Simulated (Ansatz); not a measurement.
Al₉Sb₈Cl₃ was relaxed with PBE-D4 (def2-SVP) in Ansatz in these states: charge +1 doublet, neutral singlet. The geometries follow in no particular order.

In the def2 sets Sb takes a core potential; there is no spin–orbit coupling. Single mean-field runs in def2-SVP are fitted with def2-universal-jkfit.

A:

Cartesian coordinates in Å:
```
Sb -4.480 2.300 -0.355
Sb -1.736 2.971 0.617
Sb 1.919 -4.029 0.380
Sb 1.857 0.139 1.610
Sb -1.817 -1.457 -1.022
Sb -0.918 1.956 -4.023
Sb 2.642 -0.605 -2.939
Sb 2.292 3.837 -0.829
Al -3.066 0.314 0.657
Al -0.013 -2.140 0.832
Al -0.326 0.657 0.164
Al -2.650 1.785 -2.110
Al -0.022 2.821 -1.612
Al 2.064 -2.518 2.573
Al 2.479 -1.640 -0.526
Al 2.253 1.203 -0.984
Al 0.085 0.025 -2.419
Cl -3.432 -0.560 2.558
Cl -0.317 -2.470 3.081
Cl 3.187 -2.591 4.347
```

B:

```xyz
20

Sb   -4.5857    2.0572   -0.8058
Sb   -3.3406   -0.1030    1.1315
Sb    3.9752   -0.5170   -1.9697
Sb    0.8567   -2.2869    0.4265
Sb   -0.0739    1.8536   -1.6702
Sb   -0.9407    3.8100    2.3764
Sb    2.9441    1.4704    2.2620
Sb   -1.0516   -1.0144    4.1012
Al   -2.5378    0.6588   -1.6503
Al    1.2079   -0.4507   -1.8732
Al   -0.7368   -0.1238    0.3673
Al   -2.5794    2.6998    0.6865
Al   -1.4369    1.1857    2.7821
Al    2.5762   -2.7605   -1.7395
Al    2.9397   -0.4109    0.4350
Al    0.9526   -0.3072    2.6094
Al    0.6335    2.0754    1.0072
Cl   -2.6601   -0.8327   -3.1804
Cl    0.8040   -2.1897   -3.3375
Cl    3.0536   -4.8140   -1.9583
```

Task: Judge from the bond lengths which geometry belongs to which state (an estimate).

Result: A is the charge +1 doublet (Sb2–Al12 3.111 Å, Sb1–Sb2 2.987 Å, Sb4–Al16 2.831 Å); B is the neutral singlet (Sb2–Al12 2.938 Å, Sb1–Sb2 3.158 Å, Sb4–Al16 2.948 Å).
